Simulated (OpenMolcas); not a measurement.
**V2+ in KZnF3: curves along the breathing mode**

V2+ with its 6 nearest fluoride ions, on the Zn site of KZnF3 (a = 4.054 Å, distance in the model lattice 2.027 Å). The rest of the host is ab initio model potentials to 7.6 Å, with orthogonalisation functions on the cations behind the ligands, and point charges beyond; the distance is set by hand and nothing relaxes. Ligand basis ANO-RCC-VDZP.

```json
{
 "Program": "OpenMolcas",
 "Method": "CASSCF",
 "Basis": "ANO-RCC-VDZP [5s4p2d1f]",
 "Scalar Hamiltonian": "DKH2, point nucleus",
 "Active space": "3 electrons in 5 orbitals (3d)",
 "State averaging": "2S+1 = 4 even, 10 roots; 2S+1 = 2 even, 40 roots",
 "Spin-orbit coupling": "state interaction with AMFI integrals over the reference wave functions"
}
```

Spin-free energies (labels of O, the rotations of Oh) in cm-1 above the lowest fitted minimum, as all ligands move together:

| R (Å) | 4A2 | 4T2 | 2E | 2T1 | 4T1 | 2T2 | 2A1 |
| --- | --- | --- | --- | --- | --- | --- | --- |
| 1.938 | 5980 | 22470 | 22870 | 23640 | 31060 | 30650 | 36460 |
| 1.983 | 1890 | 16580 | 18730 | 19530 | 24770 | 26190 | 30610 |
| 2.029 | 110 | 13190 | 16910 | 17720 | 20910 | 24040 | 27250 |
| 2.074 | 520 | 12200 | 17270 | 18100 | 19440 | 24080 | 26300 |
| 2.12 | 3010 | 13430 | 19710 | 20540 | 20170 | 26190 | 27570 |
| 2.166 | 7550 | 16860 | 24210 | 25040 | 23100 | 30360 | 31040 |
| 2.211 | 14030 | 22390 | 30650 | 31470 | 28150 | 36480 | 36600 |

Cubic fits give the following; the wavenumber is harmonic, with the mass of all moving ligands, small differences in it between states hang on the degree of the fit, a number in brackets counts states of one label, and the table is a selection of at most 14 states with clean curves.

```csv
State,R0 (Å),Breathing mode (cm-1),Minimum (cm-1)
4A2,2.043,556,0
4T2,2.072,571,12160
2E,2.044,556,16780
2T1,2.044,555,17600
4T1,2.082,567,19370
2T2,2.051,554,23780
2A1,2.071,571,26260
2T2(2),2.072,572,29340
2T1(2),2.071,571,29910
4T1(2),2.088,588,31100
2E(2),2.071,571,31680
2T1(3),2.076,568,35580
2T2(3),2.087,555,41540
2T1(4),2.097,584,41460
```

The minimum of 4T2 is shifted by +0.0284 Å against 4A2 (from the unrounded fits). With M = 114.0 u for the moving shell, the Huang-Rhys factor in this mode is S = M ω ΔR² / 2ħ = 0.01483 × 114.0 × 556 × 0.0284² = 0.76. Only the first shell moves, against a rigid host.

Without dynamic correlation the repulsion within the d shell is too large (B by tens of per cent), so at a given field states of lower spin stand too high. Ligand-to-metal charge-transfer states are missing. With no ligand orbital active B as a rule stays too high, so bands that hang on it stand too high and its fall with covalency is understated. With metal d orbitals alone and no dynamic correlation 10Dq can be off by a tenth to a fifth, either way, in oxide and fluoride hosts. No measured value stands beside these numbers.
